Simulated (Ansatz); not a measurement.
Compare A (`CC1=C(C)CCC1`) with its isomer B (`C=C1CCCCC1`).

Gas-phase electronic energies from Ansatz, PBE0-D4/def2-TZVP geometries. CBS: MP2 limit from def2 TZ/QZ plus the TZ coupled-cluster correction, frozen cores. Functionals use def2-TZVPP. B3LYP here is the variant with VWN-RPA as its local correlation; programs differ in this.

A:

Z-matrix (Å, degrees):
```
C
C 1 1.487
H 1 1.095 2 110.9
H 1 1.096 2 110.7 3 117.9
H 1 1.090 2 112.7 3 -121.2
C 2 1.336 1 128.4 3 122.6
C 2 1.505 1 120.3 3 -60.5
C 6 1.505 2 111.3 1 177.2
C 6 1.487 2 128.4 1 0.0
C 7 1.533 2 103.7 1 168.7
H 7 1.099 2 110.0 1 -71.4
H 7 1.095 2 112.5 1 46.6
H 8 1.099 6 110.0 2 -106.0
H 8 1.095 6 112.5 2 136.0
H 9 1.095 6 110.9 2 -122.6
H 9 1.091 6 112.7 2 -1.4
H 9 1.096 6 110.7 2 119.5
H 10 1.091 7 113.2 2 145.3
H 10 1.093 7 109.2 2 -95.4
```

B:

Z-matrix (Å, degrees):
```
C
C 1 1.499
C 1 1.529 2 111.0
H 1 1.093 2 110.4 3 -123.5
H 1 1.099 2 108.8 3 119.3
C 2 1.328 1 122.8 3 124.6
C 2 1.499 1 114.3 3 -53.3
C 3 1.522 1 111.3 2 53.5
H 3 1.096 1 108.9 2 -67.1
H 3 1.094 1 109.9 2 176.2
H 6 1.085 2 121.4 1 1.3
H 6 1.085 2 121.4 1 -179.0
C 7 1.529 2 111.0 1 53.3
H 7 1.093 2 110.4 1 176.7
H 7 1.099 2 108.8 1 -66.0
H 8 1.098 3 109.2 1 65.1
H 8 1.094 3 110.2 1 -178.2
H 13 1.094 7 109.9 2 -176.2
H 13 1.096 7 108.9 2 67.1
```

Which isomer does CCSD(T)/CBS put lower? Give the gap. (Best estimate.)

Computed: A, by 0.4 kcal/mol. So small a gap doesn't settle the order.

Give E(B) − E(A) in kcal/mol with CCSD(T)/def2-TZVPP, PBE0-D4, MP2/def2-TZVPP, BLYP-D4, B3LYP-D4, ωB97M-V, CCSD(T)/def2-SVP. (Estimate.)

Ansatz gave: CCSD(T)/def2-TZVPP 0.5, PBE0-D4 2.0, MP2/def2-TZVPP 1.1, BLYP-D4 1.5, B3LYP-D4 1.3, ωB97M-V 0.8, CCSD(T)/def2-SVP 0.4. None reverses the order clearly.

Largest T1 diagnostic: 0.010.

Leaving LDA and LC-ωPBE aside and taking each functional with its dispersion term where it has one, the values, not all of them listed here, spread over 2.0 kcal/mol, from BHLYP-D4 to PBE-D4. LDA lies −1.0 kcal/mol from PBE without D4. The D4 term adds −0.8 kcal/mol with B3LYP and −0.4 kcal/mol with PBE0; it sums over pairs of atoms, weighted by their polarisabilities, and B3LYP, whose exchange is more repulsive, gets the larger term.
